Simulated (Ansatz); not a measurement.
# How methods differ on GeH2Cl− (SMILES [Cl][GeH2-])

GeH2Cl− has 4 atoms, charge -1, and is taken as a singlet. SMILES: `[Cl][GeH2-]`. The shape comes from GFN2-xTB, which is rough for such elements, and wasn't checked as a minimum.

```xyz
4

Cl   -1.5660    0.3897    1.0144
Ge    0.0363   -0.8066   -0.1638
H     0.1519    0.3841   -1.4489
H     1.3779    0.0328    0.5983
```

Each level gives the energy change with the Cl1–Ge2 bond stretched from 2.321 to 5.802 Å (eV). The values are calculated.

```json
{"level": "SVWN5/STO-3G (restricted)", "kind": "LDA", "program": "Ansatz", "value (eV)": "3.27", "less FCI/STO-3G": "+0.33", "CPU time (all runs)": "3.1 s"}
{"level": "BLYP/STO-3G (restricted)", "kind": "GGA", "program": "Ansatz", "value (eV)": "2.81", "less FCI/STO-3G": "-0.13", "CPU time (all runs)": "5.3 s"}
{"level": "CAM-B3LYP/STO-3G (restricted)", "kind": "range-separated hybrid", "program": "Ansatz", "value (eV)": "3.56", "less FCI/STO-3G": "+0.62", "CPU time (all runs)": "5.4 s"}
{"level": "wB97M-V/STO-3G (restricted)", "kind": "range-separated hybrid", "program": "Ansatz", "value (eV)": "3.69", "less FCI/STO-3G": "+0.75", "CPU time (all runs)": "64 s"}
{"level": "B2PLYP/STO-3G (restricted)", "kind": "double hybrid", "program": "Ansatz", "value (eV)": "3.28", "less FCI/STO-3G": "+0.34", "CPU time (all runs)": "5.6 s"}
{"level": "MP2/STO-3G (restricted)", "kind": "perturbation theory", "program": "Ansatz", "value (eV)": "3.05", "less FCI/STO-3G": "+0.11", "CPU time (all runs)": "0.43 s"}
{"level": "BCCD(T)/STO-3G (restricted)", "kind": "coupled cluster or CI", "program": "Ansatz", "value (eV)": "2.94", "less FCI/STO-3G": "0.00", "CPU time (all runs)": "0.71 s"}
{"level": "CCSDT/STO-3G (restricted)", "kind": "coupled cluster or CI", "program": "Ansatz", "value (eV)": "2.95", "less FCI/STO-3G": "+0.01", "CPU time (all runs)": "1.1 s"}
{"level": "FCI/STO-3G", "kind": "exact in the basis", "program": "Ansatz", "value (eV)": "2.94", "less FCI/STO-3G": "0.00", "CPU time (all runs)": "1.6 s"}
```

FCI/STO-3G is exact within its basis and frozen core, so for wave-function methods in that basis the difference is their error; functionals converge differently with the basis, so for them it is only a difference. All-electron rows without a relativistic Hamiltonian named are non-relativistic. Sets without diffuse functions describe the anion poorly. The first shape isn't each level's own minimum. The values span 2.81 to 3.69 eV. All rows use very small basis sets, so none should be taken for the real molecule's value. In the correlated wave-function rows the outer d shell of Ge is correlated, in sets not made for it. Times are those of the runs behind each value, whatever else they computed, on shared processors of several kinds: orders of magnitude only.
